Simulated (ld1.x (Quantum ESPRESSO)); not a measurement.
Which change was made? (P, TM)

P (Z = 15), norm-conserving Troullier–Martins (Kleinman–Bylander form), made with ld1.x (Quantum ESPRESSO) 7.5 (BLYP, scalar-relativistic). Core [Ne], reference 3s2 3p2 (charge +1). Waves: 3p (bound): rc 1.80 bohr; 3d channel at 0.4 Ry: rc 1.90 bohr; 3s (bound): rc 1.35 bohr. Local part: the s channel. Core correction: a·sin(br)/r model core, default radius (core density twice the valence density).

Cutoffs, loose and tight: the cutoffs (Ry, on a coarse ladder) from which the occupation-weighted sum of valence levels, in a spherical-Bessel basis at the reference potential, stays within 10 and 1 mRy of its value at 400 Ry. They do not see the model core or the augmentation charge, which bear on the density cutoff. Test errors are all-electron minus pseudo excitation energies from the reference, over the configurations 3s2 3p3; 3s2 3p1; 3s2 3p0; 3s2 3p3.3; 3s0 3p5; 3s2 3p2.5; 3s1 3p4; variants that change the core or the reference have their own tests.

The base gives: outcome: generated; cutoff, loose: 35 Ry; cutoff, tight: 70 Ry; bound ghosts: none; largest test error (meV): +53.

Question: After one change the result is: outcome: generated; cutoff, loose: 35 Ry; cutoff, tight: 70 Ry; bound ghosts: none; largest test error (meV): +82. Which change was it?
A. all radii but the core radius scaled by about 1.20 (s 1.62, p 2.16, d 2.28 bohr)
B. wave 3d channel at 0.4 Ry: rc 1.90 bohr becomes 3d channel at 7.28 Ry: rc 1.90 bohr
C. reference 3s1 3p4
D. core correction a·sin(br)/r model core inside 1.38 bohr
E. wave 3p (bound): rc 1.80 bohr becomes 3p (bound): rc 2.64 bohr

Answer: D. The others give: wave 3p (bound): rc 1.80 bohr becomes 3p (bound): rc 2.64 bohr → outcome: generated; cutoff, loose: 35 Ry; cutoff, tight: 70 Ry; bound ghosts: none; largest test error (meV): +20 | wave 3d channel at 0.4 Ry: rc 1.90 bohr becomes 3d channel at 7.28 Ry: rc 1.90 bohr → outcome: generated; cutoff, loose: 35 Ry; cutoff, tight: 70 Ry; bound ghosts: d; largest test error (meV): +53 | all radii but the core radius scaled by about 1.20 (s 1.62, p 2.16, d 2.28 bohr) → outcome: generated; cutoff, loose: 25 Ry; cutoff, tight: 50 Ry; bound ghosts: none; largest test error (meV): +43 | reference 3s1 3p4 → outcome: generated; cutoff, loose: 21 Ry; cutoff, tight: 50 Ry; bound ghosts: none; largest test error (meV): +71.
